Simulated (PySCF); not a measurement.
# Oxygen: a sound run and one with changed settings

Sound run: O⁺ [He] 2s2 2p3, O²⁺ [He] 2s2 2p2. Computed with PySCF 2.14 in x2c-SVPall (3s2p1d, 14 functions), with the spin-free X2C one-electron Hamiltonian (Gaussian nucleus). In the sound run the correlated levels freeze 1s2. The sound run starts from symmetry-adapted Hartree-Fock orbitals and uses a fine grid where one is needed.

Changed run: initial guess minao, at most 50 SCF cycles.

| species | method | sound run (hartree) | changed run (hartree) | converged |
| --- | --- | --- | --- | --- |
| O⁺ | UHF | -74.32809 | -74.32809 | yes |
| O⁺ | MN15 | -74.48077 | -74.48077 | yes |
| O⁺ | CCSD(T) | -74.41259 | -74.41259 | yes |
| O²⁺ | PBE | -73.15456 | -73.15456 | yes |
| O²⁺ | MP2 | -73.10718 | -73.10718 | yes |

Here the plain start reaches the same solutions.
